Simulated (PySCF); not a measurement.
Spinor energies of K⁷⁺ (potassium, charge +7)

Start: [Ne] 3s2. Calculated with PySCF 2.14 in an even-tempered Gaussian basis (19 s from 0.096 bohr⁻², ratio 2.6; 13 p from 0.12 bohr⁻², ratio 2.6; 7 d from 0.13 bohr⁻², ratio 2.8; 4 f from 2.9 bohr⁻², ratio 2.8): generalised Hartree-Fock with the X2C-1e Hamiltonian and a Gaussian nucleus; spin-orbit coupling (SO) screened by Boettger's factors.

| spinor shell | electrons | ε, screened SO (eV) | weight of nominal j (screened SO) | rms radius, screened SO (bohr) |
| --- | --- | --- | --- | --- |
| 1s1/2 | 2 | -3794.4 | 1.000 | 0.0937 |
| 2s1/2 | 2 | -533.32 | 1.000 | 0.414 |
| 2p1/2 | 2 | -451.68 | 1.000 | 0.382 |
| 2p3/2 | 4 | -448.60 | 1.000 | 0.385 |
| 3s1/2 | 2 | -152.88 | 1.000 | 1.17 |

```csv
quantity,screened SO
E (hartree),-585.46896
M_J,0
⟨J²⟩,0.000
⟨L²⟩,0.000
⟨S²⟩,0.000
```
